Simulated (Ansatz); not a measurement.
Consider the formal exchange of groups at a C–C bond: `OCCCCl` + `O[SiH3]` → `OCC[SiH2]O` + `CCl`.

Computed with Ansatz on PBE0-D4/def2-TZVP structures; ΔE is electronic, products minus reactants. CCSD(T)/CBS is the MP2 limit (def2-TZVPP, def2-QZVPP) plus CCSD(T) − MP2 in def2-TZVPP, frozen cores. This one scheme is used for every species. Functionals use def2-TZVPP. B3LYP here is the variant with VWN-RPA as its local correlation; programs differ in this. Each species was taken in one conformer, which may not be the lowest.

`OCCCCl`:

```xyz
12

O     1.096   -0.902   -1.676
C     0.011   -0.615   -0.819
C     0.497    0.370    0.219
C    -0.586    0.855    1.151
Cl   -1.252   -0.460    2.168
H     0.835   -1.601   -2.278
H    -0.828   -0.175   -1.378
H    -0.358   -1.522   -0.325
H     0.908    1.245   -0.298
H     1.314   -0.078    0.791
H    -1.431    1.276    0.605
H    -0.205    1.607    1.840
```

`O[SiH3]`:

Z-matrix (Å, degrees):
```
Si
O 1 1.648
H 1 1.489 2 111.7
H 1 1.489 2 111.7 3 120.9
H 1 1.481 2 105.9 3 -119.6
H 2 0.957 1 117.9 3 -60.5
```

`OCC[SiH2]O`:

Cartesian coordinates in Å:
```
O -1.400 0.515 0.793
C -1.229 -0.403 -0.284
C 0.184 -0.945 -0.223
Si 1.481 0.415 -0.185
O 1.362 1.300 1.196
H -2.283 0.889 0.747
H -1.966 -1.213 -0.203
H -1.393 0.105 -1.243
H 0.362 -1.582 -1.097
H 0.304 -1.579 0.662
H 1.287 1.258 -1.403
H 2.848 -0.163 -0.222
H 0.441 1.403 1.462
```

`CCl`:

Z-matrix (Å, degrees):
```
C
Cl 1 1.773
H 1 1.088 2 108.6
H 1 1.087 2 108.7 3 -120.0
H 1 1.088 2 108.7 3 120.0
```

```tsv
level	ΔE (kJ/mol)
PBE-D4	-46.2
r2SCAN-D4	-46.7
PBE	-44.4
r2SCAN	-46.3
B3LYP	-42.3
HF/def2-TZVPP	-34.9
MP2/def2-QZVPP	-42.8
HF/CBS(def2)	-34.6
```

Task: What does CCSD(T)/CBS give? (Estimate.)

Result: Ansatz gave: -42.7 kJ/mol. The listed levels differ from it by -3.5, -4.0, -1.7, -3.6, 0.4, 7.8, -0.1, 8.1 kJ/mol.

Largest T1 diagnostic among the species: 0.011.

The D4 term adds −3.0 kJ/mol with B3LYP and −1.6 kJ/mol with PBE0; it sums over pairs of atoms, weighted by their polarisabilities, and B3LYP, whose exchange is more repulsive, gets the larger term. In def2-TZVPP, CCSD(T) changes the Hartree–Fock value by −7.2 kJ/mol (the triples alone add −0.9 kJ/mol) and MP2 by −7.6 kJ/mol.
